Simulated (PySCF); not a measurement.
Correlation energy of N⁺ (nitrogen, charge +1)

[He] 2s2 2p2, high-spin 3P determinant. Computed with PySCF 2.14 in cc-pVTZ-DK, with scalar relativity by spin-free X2C-1e. Frozen: 1s2; 4 electrons correlated.

MP2 pair energies summed by pair of shells (mhartree):

```json
{"pair": "2s-2p", "energy": "-43.69", "share (%)": "61.1"}
{"pair": "2s-2s", "energy": "-20.36", "share (%)": "28.5"}
{"pair": "2p-2p", "energy": "-7.48", "share (%)": "10.5"}
```

Total MP2 correlation energy: -71.53 mhartree.

Same-spin part -12.92 and opposite-spin part -58.60 mhartree; SCS-MP2 scales them by 1/3 and 6/5 to -74.63 mhartree.

```
  level  correlation energy (mhartree)
   CCSD                         -92.55
    (T)                          -1.60
CCSD(T)                         -94.15
```

Diagnostics: T1 = 0.0063, D1 = 0.0123, largest double amplitude 0.119.

Cost of the coupled-cluster step: 0.39 s of wall time on 1 thread of Neoverse-N1 (shared host), for 4 correlated electrons.

Iterations:

```
CC2 = 0
CCSD nocc = (np.int64(3), np.int64(1)), nmo = (29, 29)
frozen orbitals [[0], [0]]
max_cycle = 100
direct = 0
conv_tol = 1e-08
conv_tol_normt = 1e-06
diis_space = 8
diis_start_cycle = 0
Init t2, MP2 energy = -0.0715250419329031
Init E_corr(UCCSD) = -0.0715250419430815
cycle = 1  E_corr(UCCSD) = -0.0853890959560978  dE = -0.013864054  norm(t1,t2) = 0.0402952
cycle = 2  E_corr(UCCSD) = -0.0894814634276774  dE = -0.00409236747  norm(t1,t2) = 0.0178974
cycle = 3  E_corr(UCCSD) = -0.0925947865967913  dE = -0.00311332317  norm(t1,t2) = 0.0089151
cycle = 4  E_corr(UCCSD) = -0.0925334255204961  dE = 6.13610763e-05  norm(t1,t2) = 0.00103033
cycle = 5  E_corr(UCCSD) = -0.0925503285661275  dE = -1.69030456e-05  norm(t1,t2) = 0.000157107
cycle = 6  E_corr(UCCSD) = -0.092546183860484  dE = 4.14470564e-06  norm(t1,t2) = 2.22465e-05
cycle = 7  E_corr(UCCSD) = -0.0925476602938583  dE = -1.47643337e-06  norm(t1,t2) = 5.41754e-06
cycle = 8  E_corr(UCCSD) = -0.0925472489436255  dE = 4.11350233e-07  norm(t1,t2) = 1.40398e-06
cycle = 9  E_corr(UCCSD) = -0.0925472833313599  dE = -3.43877344e-08  norm(t1,t2) = 2.20809e-07
cycle = 10  E_corr(UCCSD) = -0.0925472874495445  dE = -4.11818464e-09  norm(t1,t2) = 2.80578e-08
UCCSD converged
E(UCCSD) = -54.01218938648574  E_corr = -0.09254728744954449
UCCSD(T) correction = -0.00159547186761497
```
